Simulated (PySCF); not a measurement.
Be(SiH3)2 (BeH6Si2), SMILES [SiH3][Be][SiH3]. Atoms are numbered in the order given.

```xyz
9

Be     0.0000     0.0000     0.0000
Si     0.0000     0.0000    -2.1917
H      1.2233     0.6467    -2.7525
H     -1.1717     0.7361    -2.7525
H     -0.0516    -1.3828    -2.7525
Si     0.0000     0.0000     2.1917
H      1.2233    -0.6467     2.7525
H     -1.1717    -0.7361     2.7525
H     -0.0516     1.3828     2.7525
```

Coordinates come from a PBE0-D3(BJ)/def2-TZVP optimisation.

Calculation: PBE0-D3(BJ)/def2-TZVP (PySCF).

Frequencies are harmonic and unscaled.

Modes within 1.5 cm⁻¹ of each other (mostly degenerate sets) share a row, with their intensities summed.

Computed normal modes with their intensities:
| mode | ν (cm⁻¹) | IR (km/mol) | moving atoms (share of kinetic energy) |
|---|---|---|---|
| 1 | 11 | 0.0 | H 100 % |
| 2–3 | 133 | 36.2 | Be 60 %, H 36 % |
| 4 | 280 | 0.0 | Si 90 %, H 10 % |
| 5–6 | 392 | 0.0 | H 90 %, Si 10 % |
| 7–8 | 505 | 8.1 | H 62 %, Be 27 %, Si 11 % |
| 9 | 782 | 210.4 | Be 76 %, H 19 % |
| 10 | 862 | 239.8 | H 74 %, Si 15 %, Be 11 % |
| 11 | 875 | 0.0 | H 91 %, Si 9 % |
| 12–13 | 934 | 0.0 | H 98 % |
| 14–15 | 938 | 137.1 | H 98 % |
| 16 | 2185 | 106.0 | H 99 % |
| 17 | 2189 | 0.0 | H 99 % |
| 18–21 | 2193 | 345.7 | H 96 % |
